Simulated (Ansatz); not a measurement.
Ligand exchange on a metal centre used in film growth or etching (Y Cl-NH2). Gas-phase values, no solvent. One relaxed conformer stands for each flexible species; it need not be the lowest.

Quantity: redistribution energy (mixed species minus the weighted end members), in eV.

Case: 2 of 3 Cl replaced by NH2: [Y(Cl)(NH2)2]. The other species in the difference include [Y(Cl)3] (neutral, multiplicity 1). Geometry of [Y(Cl)(NH2)2] (neutral, multiplicity 1, Å):

```xyz
8

Y      0.1188     0.0753    -0.2430
Cl     0.5033    -1.9458    -1.6547
N      1.5018     0.6929     1.2610
H      1.4181     1.5123     1.8791
H      2.3897     0.2415     1.5213
N     -1.6065     1.3111    -0.4706
H     -2.3823     1.1903    -1.1366
H     -1.8344     2.1598     0.0663
```

Predict the redistribution energy (mixed species minus the weighted end members) from frozen-core CCSD(T)/def2-TZVPP // PBE-D3(BJ)/def2-SVP (Ansatz, a first-principles code).

-0.149 eV.
